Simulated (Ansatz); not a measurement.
`B[SiH2][SiH2]O` + CH₃OH → `B[SiH2]OC` + `O[SiH3]`  (cleavage of the Si–Si bond)

Computed with Ansatz on PBE0-D4/def2-TZVP structures; ΔE is electronic, products minus reactants. CBS: MP2 limit from def2 TZ/QZ plus the TZ coupled-cluster correction, frozen cores. This one scheme is used for every species. Functionals use def2-TZVPP. B3LYP here is the variant with VWN-RPA as its local correlation; programs differ in this. Each species was taken in one conformer, which may not be the lowest.

(1) Is it downhill or uphill in electronic energy at CCSD(T)/CBS, and by how much? (Estimate.)

(2) What do these levels give: r2SCAN-D4, ωB97X-V, B3LYP, r2SCAN0, RPA@PBE/def2-TZVPP, HF/def2-TZVPP? (An estimate is asked.)

Largest T1 diagnostic among the species: 0.014.

## Answers

(1) The calculation gave: Downhill: ΔE = -83.0 kJ/mol.

(2) Ansatz gave: r2SCAN-D4 -73.5, ωB97X-V -83.7, B3LYP -84.5, r2SCAN0 -78.1, RPA@PBE/def2-TZVPP -86.5, HF/def2-TZVPP -111.7 kJ/mol.

In def2-TZVPP, CCSD(T) changes the Hartree–Fock value by +27.8 kJ/mol (the triples alone add +4.1 kJ/mol) and MP2 by +20.1 kJ/mol. From r2SCAN to r2SCAN0 (25 % exact exchange), in def2-TZVPP and without D4, ΔE moves by −4.3 kJ/mol.
